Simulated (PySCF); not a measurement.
## F(2+) (fluorine, charge +2) across methods

[He] 2s1 2p4, high-spin 4P determinant (an excited configuration). Calculation: PySCF 2.14, in aug-cc-pCVTZ-DK with one added diffuse shell each of s, p, d, f type (8s7p5d3f, 75 functions); scalar relativity by spin-free X2C-1e.

```json
{"method": "B3LYP", "E (hartree)": "-97.2282", "mean ε 2s α (eV)": "-73.961", "mean ε 2p α (eV)": "-53.840", "mean ε 2p β (eV)": "-47.234", "Σ⟨r²⟩ (bohr²)": "5.114", "⟨S²⟩": "3.751"}
{"method": "PBE", "E (hartree)": "-97.1483", "mean ε 2s α (eV)": "-70.468", "mean ε 2p α (eV)": "-51.297", "mean ε 2p β (eV)": "-45.095", "Σ⟨r²⟩ (bohr²)": "5.130", "⟨S²⟩": "3.751"}
{"method": "LDA", "E (hartree)": "-96.5686", "mean ε 2s α (eV)": "-69.958", "mean ε 2p α (eV)": "-51.295", "mean ε 2p β (eV)": "-44.711", "Σ⟨r²⟩ (bohr²)": "5.155", "⟨S²⟩": "3.752"}
{"method": "TPSSh", "E (hartree)": "-97.2421", "mean ε 2s α (eV)": "-73.123", "mean ε 2p α (eV)": "-52.845", "mean ε 2p β (eV)": "-46.329", "Σ⟨r²⟩ (bohr²)": "5.099", "⟨S²⟩": "3.751"}
{"method": "PBE0", "E (hartree)": "-97.1547", "mean ε 2s α (eV)": "-75.079", "mean ε 2p α (eV)": "-54.529", "mean ε 2p β (eV)": "-47.281", "Σ⟨r²⟩ (bohr²)": "5.104", "⟨S²⟩": "3.751"}
{"method": "HSE06", "E (hartree)": "-97.1641", "mean ε 2s α (eV)": "-74.625", "mean ε 2p α (eV)": "-54.084", "mean ε 2p β (eV)": "-46.908", "Σ⟨r²⟩ (bohr²)": "5.105", "⟨S²⟩": "3.751"}
{"method": "r2SCAN", "E (hartree)": "-97.2213", "mean ε 2s α (eV)": "-72.900", "mean ε 2p α (eV)": "-52.480", "mean ε 2p β (eV)": "-45.527", "Σ⟨r²⟩ (bohr²)": "5.083", "⟨S²⟩": "3.752"}
{"method": "UHF", "E (hartree)": "-96.99528", "mean ε 2s α (eV)": "-88.272", "mean ε 2p α (eV)": "-63.565", "mean ε 2p β (eV)": "-52.284", "Σ⟨r²⟩ (bohr²)": "5.073", "⟨S²⟩": "3.753"}
```

Estimate the same row for wB97X-V.

E (hartree) = -97.1961; mean ε 2s α (eV) = -77.115; mean ε 2p α (eV) = -56.725; mean ε 2p β (eV) = -50.088; Σ⟨r²⟩ (bohr²) = 5.121; ⟨S²⟩ = 3.751.
